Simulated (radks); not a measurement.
Question: The mean radii <r> (bohr) of the occupied orbitals of an atom or ion are listed with their occupations. Calculated with a radial shooting solver on a logarithmic mesh with Libxc functionals: scalar-relativistic Kohn-Sham, PBE, spin-unpolarised, spherical densities, point nucleus.

| orbital | occ. | <r> |
|---|---|---|
| 1s | 2 | 0.03707 |
| 2s | 2 | 0.1626 |
| 2p | 6 | 0.1417 |
| 3s | 2 | 0.4583 |
| 3p | 6 | 0.4619 |
| 3d | 10 | 0.4520 |
| 4s | 2 | 1.189 |
| 4p | 6 | 1.315 |

Name the element and its charge.

Answer: Z = 40, zirconium, charge +4: Zr4+ in [Kr]. The 1s radius gives Z: for a bare nucleus <r> = (2 gamma + 1)/(2Z) with gamma = sqrt(1 - (Z/c)^2), 0.03641 bohr for Z = 40, and screening makes it slightly larger (0.03707 here). The occupations add up to 36, and the charge is Z minus that.
